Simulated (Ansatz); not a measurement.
`NB(F)[O][GeH3]` + `[CH3][AlH2]` → `[CH3][AlH][GeH3]` + `NB(O)F`  (formal exchange of groups at a Ge–O bond)

Computed with Ansatz on PBE0-D4/def2-TZVP structures; ΔE is electronic, products minus reactants. CCSD(T)/CBS is the MP2 limit (def2-TZVPP, def2-QZVPP) plus CCSD(T) − MP2 in def2-TZVPP, frozen cores. This one scheme is used for every species. Functionals use def2-TZVPP. B3LYP here is the variant with VWN-RPA as its local correlation; programs differ in this. For Ge outer-core shells are correlated without core-valence functions, which leaves a few kJ/mol of doubt a bond. Scalar relativity is left out up to krypton. Each species was taken in one conformer, which may not be the lowest.

| level | ΔE (kJ/mol) |
| --- | --- |
| PBE0-D4 | -8.0 |
| B3LYP-D4 | 6.4 |
| PBE0 | -9.0 |
| MP2/def2-TZVPP | 12.6 |
| SCS-MP2/def2-TZVPP | 19.1 |
| HF/def2-QZVPP | 28.6 |
| SCS-MP2/def2-QZVPP | 16.9 |
| CCSD/CBS(def2) | 3.8 |

(1) What does CCSD(T)/CBS give? (Best estimate.)

Largest T1 diagnostic among the species: 0.012.

## Answers

(1) Computed: +2.7 kJ/mol. The listed levels differ from it by -10.7, 3.7, -11.7, 9.9, 16.4, 25.9, 14.2, 1.1 kJ/mol.

From PBE to PBE0 (25 % exact exchange), in def2-TZVPP and without D4, ΔE moves by +3.8 kJ/mol. In def2-TZVPP, CCSD(T) changes the Hartree–Fock value by −18.9 kJ/mol (the triples alone add −1.1 kJ/mol) and MP2 by −14.6 kJ/mol.
